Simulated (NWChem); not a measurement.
F$_{3}$Te (+1) in NWChem

```xyz
4

Te    -0.3069    -0.1143     0.0000
F      0.8755    -0.5431     1.4108
F      0.8755    -0.5431    -1.4108
F      0.0224     1.7468     0.0000
```
Charge +1, spin multiplicity 1.

Program: NWChem. The geometry was optimised at PBE/def2-SVP with def2 effective core potentials on Te, a minimum by its harmonic frequencies.

Symmetry labels belong to the abelian group Cs used in the runs, with the axes of the coordinates shown; states degenerate in a higher group split over its labels.

Effective core potentials replace the inner electrons of Te; spin-orbit coupling is left out. The spin multiplicity of the parent species was assumed, not shown to be that of its ground state. The structure started from a generated list of species.

Q: List the lowest 3 singlet excitations that TD-PBE/def2-SVP with def2 effective core potentials on Te gives, with oscillator strengths.

A: 
```json
[
 {"state": "1", "symmetry": "a\"", "energy (eV)": "6.09", "wavelength (nm)": "204", "f": "0.003"},
 {"state": "2", "symmetry": "a'", "energy (eV)": "6.09", "wavelength (nm)": "204", "f": "0.003"},
 {"state": "3", "symmetry": "a\"", "energy (eV)": "6.17", "wavelength (nm)": "201", "f": "0.000"}
]
```
